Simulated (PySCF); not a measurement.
## Radial density of O²⁺ (oxygen, charge +2)

UHF, [He] 2s2 2p1 3d1, one real determinant (an excited configuration). All numbers are calculated (PySCF 2.14, no relativity, point nucleus, in aug-cc-pwCVQZ).

| r (bohr) | 4πr²ρ (e/bohr) | 4πr²(ρα − ρβ) |
| --- | --- | --- |
| 0.00307 | 0.03598 | 0.0000 |
| 0.00517 | 0.09828 | 0.0000 |
| 0.00870 | 0.2630 | 0.0000 |
| 0.0146 | 0.6766 | 0.0000 |
| 0.0246 | 1.634 | 0.0001 |
| 0.0414 | 3.538 | 0.0007 |
| 0.0696 | 6.399 | 0.0050 |
| 0.117 | 8.576 | 0.0302 |
| 0.197 | 7.018 | 0.1376 |
| 0.331 | 3.061 | 0.4703 |
| 0.557 | 2.670 | 0.9754 |
| 0.937 | 3.022 | 0.9339 |
| 1.58 | 0.9780 | 0.4116 |
| 2.65 | 0.4182 | 0.4031 |
| 4.46 | 0.1139 | 0.1139 |
| 7.50 | 3.491e-05 | 0.0000 |

⟨L²⟩ = 8.01 against 12 for a pure F term, so this real determinant mixes terms. The outer electron is Rydberg-like, and this basis confines it to a smaller radius and binds it less than a complete one would.
